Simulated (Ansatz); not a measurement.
Mulliken charges of `O[SiH2][GeH3]` from B3LYP/def2-TZVPP in Ansatz (PBE0-D4/def2-TZVP geometry).

| atom | x (Å) | y (Å) | z (Å) | charge (e) |
| --- | --- | --- | --- | --- |
| O1 | -1.699 | 0.433 | -0.836 | -0.393 |
| Si2 | -0.085 | 0.700 | -0.606 | 0.400 |
| Ge3 | 0.664 | -0.937 | 0.943 | 0.019 |
| H4 | -2.165 | 1.014 | -1.440 | 0.184 |
| H5 | 0.670 | 0.587 | -1.888 | -0.088 |
| H6 | 0.166 | 2.071 | -0.075 | -0.088 |
| H7 | 2.168 | -0.746 | 1.206 | -0.015 |
| H8 | 0.448 | -2.357 | 0.395 | -0.009 |
| H9 | -0.079 | -0.811 | 2.283 | -0.009 |

Task: By hand: the dipole of these point charges (1 e Å = 4.8032 D).

Result: Σ q r = (0.139, 0.084, -0.030) e Å, of length 0.165 e Å = 0.79 D.

Task: How does the dipole of the full density compare? (Estimate.)

Result: Computed: (-0.068, 0.222, -0.200) e Å, 1.47 D; the point charges give 0.54 times that, at 73° from its direction.

Point charges leave out the atoms' own dipoles, such as those of lone pairs, and Mulliken's split depends on the basis, so the two needn't agree.

B3LYP here is the variant with VWN-RPA as its local correlation; programs differ in this.
